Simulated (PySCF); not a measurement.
# Correlation energy of Ar⁺ (argon, charge +1)

[Ne] 3s2 3p5, 2P determinant. All numbers are calculated (PySCF 2.14, the spin-free X2C one-electron Hamiltonian (Gaussian nucleus), in cc-pVTZ-DK (5s4p2d1f, 34 functions)). Frozen: [Ne]; 7 electrons correlated.

MP2 pair energies summed by pair of shells (mhartree):

| pair | energy | share (%) |
| --- | --- | --- |
| 3p-3p | -104.17 | 63.0 |
| 3s-3p | -51.95 | 31.4 |
| 3s-3s | -9.29 | 5.6 |

Total MP2 correlation energy: -165.41 mhartree.

Same-spin part -38.20 and opposite-spin part -127.21 mhartree; SCS-MP2 scales them by 1/3 and 6/5 to -165.38 mhartree.

```json
{"level": "CCSD", "correlation energy (mhartree)": "-189.32"}
{"level": "(T)", "correlation energy (mhartree)": "-5.00"}
{"level": "CCSD(T)", "correlation energy (mhartree)": "-194.32"}
```

Diagnostics: T1 = 0.0061, D1 = 0.0207, largest double amplitude 0.052.

Is a single reference adequate?

Yes: T1 lies below 0.03 and no double amplitude reaches 0.07.
